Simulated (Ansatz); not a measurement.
Born–Oppenheimer molecular dynamics of BH$_{5}$N$_{2}$O (9 atoms, charge 0, multiplicity 1). It starts from a relaxed structure.

Level of theory: RKS PBE/def2-SVP in Ansatz.

```json
{
 "ensemble": "NVT, Langevin thermostat",
 "time step": "1 fs",
 "steps asked": "150",
 "set temperature": "500 K",
 "friction": "0.01 /fs",
 "seed": "614263"
}
```

First frame:

```xyz
9
Properties=species:S:1:pos:R:3
B -0.004 -0.099 0.115
N -0.074 -0.060 1.540
H -0.937 -0.042 2.076
H 0.770 -0.094 2.106
O 1.271 -0.045 -0.446
H 1.254 -0.221 -1.400
N -1.183 -0.214 -0.702
H -2.121 -0.191 -0.306
H -1.179 0.015 -1.694
```

(1) What does the run give?

(2) What happens to the structure?

(3) How do temperature and energy run in time?

## Answers

(1) The run went to its last step.

```json
{"steps done": "150", "time covered": "150 fs", "mean temperature over the second half": "404 K", "spread of the potential energy over the second half": "12.8 meV per atom", "mean potential energy of the second half above the start": "40.3 meV per atom"}
```

The mean temperature of the second half is 19 % below the set value. A run of 0.15 ps of so small a system gives no equilibrium averages.

(2) The same pairs are bonded in the first frame and the last. Pairs count as bonded within 1.25 times the sum of covalent radii (0.12 Å more for H–H). This is one draw of velocities; another would differ in detail.

(3) 
```csv
time (fs),T (K),potential energy less start (eV)
0,444,0.000
5,343,0.117
10,276,0.259
15,177,0.380
20,276,0.346
25,337,0.323
30,377,0.301
35,273,0.347
40,252,0.422
45,284,0.380
50,370,0.337
55,309,0.393
60,441,0.243
65,449,0.213
70,422,0.350
75,307,0.446
80,261,0.449
85,349,0.277
90,320,0.334
95,231,0.430
100,423,0.189
105,593,0.127
110,385,0.407
115,312,0.475
120,442,0.287
125,572,0.223
130,409,0.367
135,466,0.475
140,417,0.451
145,441,0.463
150,340,0.593
```

Run time: 5 min on 1 thread of Arm Neoverse V1, on a shared host, peak memory 0.1 GiB.
